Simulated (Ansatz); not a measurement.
Molecule: trimethoxygermane, C$_{3}$H$_{10}$GeO$_{3}$, charge 0, multiplicity 1. SMILES: C[O][GeH]([O]C)[O]C
Coordinates optimised at B3LYP-D3(BJ)/def2-TZVP (Ansatz, an electronic-structure program):
```xyz
17

C     -0.8010     2.2670    -0.9337
O     -0.2195     1.4554     0.0734
Ge     0.1196    -0.2695    -0.2061
O     -1.1439    -1.2848     0.4950
C     -2.5070    -0.9436     0.2851
O      1.5398    -0.7031     0.7385
C      2.7576     0.0016     0.5294
H     -0.4688     3.2947    -0.7770
H     -1.8939     2.2424    -0.8764
H     -0.5022     1.9619    -1.9435
H      0.2884    -0.4917    -1.7238
H     -2.7763    -0.9577    -0.7779
H     -3.1135    -1.6892     0.7997
H     -2.7440     0.0427     0.6951
H      3.1187    -0.1015    -0.5005
H      2.6515     1.0651     0.7606
H      3.5018    -0.4315     1.1979
```

Parts of the frozen-core correlation energy in cc-pVTZ (Ansatz, hartree). Frozen orbitals: 20; correlated occupied orbitals by spin: 22 and 22; virtual: 321 and 321. Spin-orbit coupling is left out. Non-relativistic.

```csv
term,value
reference (HF),-2419.58947
MP2 opposite-spin,-1.03802
MP2 same-spin,-0.32191
CCSD correlation,-1.40628
(T),-0.05324
T1 diagnostic,0.012
largest doubles amplitude,0.010
```
